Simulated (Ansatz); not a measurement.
Molecule: C3H9ClOSi (charge 0, singlet). 
Structure (B3LYP-D3(BJ)/def2-TZVP (Ansatz, an electronic-structure program) minimum search):
```
C
H 1 1.0945
H 1 1.0966 2 107.74
O 1 1.4299 2 109.09 3 -119.02
C 1 1.5156 2 110.48 3 120.59
H 5 1.0927 1 108.46 2 62.81
H 5 1.0929 6 106.79 1 -116.95
C 5 1.5261 6 110.41 7 -120.06
H 8 1.0905 5 110.98 6 58.94
H 8 1.0925 9 107.67 5 122.05
H 8 1.0926 9 107.65 10 115.85
Si 4 1.6274 1 125.20 2 68.36
H 12 1.4694 4 107.00 1 179.50
H 12 1.4773 13 113.03 4 123.00
Cl 12 2.0716 13 108.52 14 117.13
```
Charge 0, spin multiplicity 1.

Computed values are from Ansatz. Correlated levels leave the core frozen unless marked. Open shells are spin-unrestricted. No spin-orbit coupling. Non-relativistic. CBS(X,Y): correlation extrapolated as X^-3; Hartree-Fock from the larger set.

The atomisation energy De comes out as 5678.3 kJ/mol at CCSD(T)/CBS(cc-pV(T+d)Z,cc-pV(Q+d)Z) and the total energy comes out as -943.6813 Eh at CCSD(T)/CBS(cc-pV(T+d)Z,cc-pV(Q+d)Z). The dipole moment comes out as 1.84 D at CCSD(T)/aug-cc-pV(D+d)Z and the T1 diagnostic is 0.010 at CCSD/cc-pV(Q+d)Z.
